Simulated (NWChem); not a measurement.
Molecule: C2H2N3, doublet; SMILES [c]1ncn[nH]1

Program: NWChem. Spin-unrestricted. Spin-contaminated determinants: UHF/STO-3G (<S²> = 1.18), UHF/def2-SVP (<S²> = 0.91), UHF/def2-SVPD (<S²> = 0.91), UHF/def2-TZVP (<S²> = 0.90), UHF/def2-TZVPD (<S²> = 0.90), UHF/def2-TZVPP (<S²> = 0.90). In the optimisation the excess spin sits in a' (Cs, its own frame). Coordinates come from a PBE0/def2-SVP, spin-unrestricted optimisation. No stability test was run on the SCF state. Total energies compare along this basis series because the functional is fixed.

```
level           basis functions  energy (Ha)  highest occupied level (eV)  lowest empty minus highest occupied level, either spin (eV)  dipole (D)
--------------  ---------------  -----------  ---------------------------  -----------------------------------------------------------  ----------
UHF/STO-3G                   27    -237.0810                        -8.99                                                        14.65        2.19
UHF/def2-SVP                 80    -239.9614                       -10.79                                                        12.47        2.30
UHF/def2-SVPD               116    -239.9748                       -10.81                                                        11.88        2.22
UHF/def2-TZVP               167    -240.2381                       -10.70                                                        12.00        2.23
UHF/def2-TZVPD              203    -240.2391                       -10.73                                                        11.57        2.18
UHF/def2-TZVPP              183    -240.2394                       -10.70                                                        12.00        2.22
```
